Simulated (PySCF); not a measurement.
PySCF job for Al(Cl)(Me)(SeH) (CH₄AlClSe), SMILES [CH3][Al]([Cl])[SeH], B3LYP/pcSseg-1. Geometry optimised at B3LYP-D3(BJ)/def2-SVP. The structure was generated by enumeration; whether it is a known compound was not checked. Other conformers were not sampled.

```python
import numpy as np
from pyscf import gto, scf, dft
from pyscf.prop.nmr import rks as nmr

mol = gto.M(
    atom='''
    Al   -0.41274924    0.66156639    0.00000000
    Cl    1.19622846    2.03452366   -0.00000000
    C    -2.24828149    1.30042187    0.00000000
    H    -2.43232441    1.93061517   -0.88665362
    H    -2.98504774    0.48205653   -0.00000000
    H    -2.43232441    1.93061517    0.88665362
    Se    0.22216431   -1.56801393    0.00000000
    H    -1.18434466   -2.02060966   -0.00000000
    ''',
    basis='pcSseg-1',
    charge=0,
    spin=0,
    max_memory=1600,
    verbose=3,
)
mf = dft.RKS(mol, xc='b3lyp')
mf.grids.level = 3
mf.conv_tol = 1e-10
mf.max_cycle = 100
mf.kernel()
n = nmr.NMR(mf)
n.verbose = 2
n.max_cycle_cphf = 60
sigma = n.kernel()
print('atom   isotropic/ppm   span/ppm')
for i, s in enumerate(sigma):
    w = np.linalg.eigvalsh((s + s.T) / 2)
    print(f'{mol.atom_symbol(i):2s}{i + 1:3d} {w.mean():14.3f} {w[2] - w[0]:11.3f}')
```

Program output:

```
converged SCF energy = -3144.62111064352
atom   isotropic/ppm   span/ppm
Al  1        310.932     145.413
Cl  2        877.816     263.173
C   3        184.008      18.041
H   4         31.241      11.177
H   5         31.618      11.184
H   6         31.241      11.177
Se  7       2015.343     259.659
H   8         30.774      22.339
```

The run converged.

Cost: roughly 26 core-seconds.
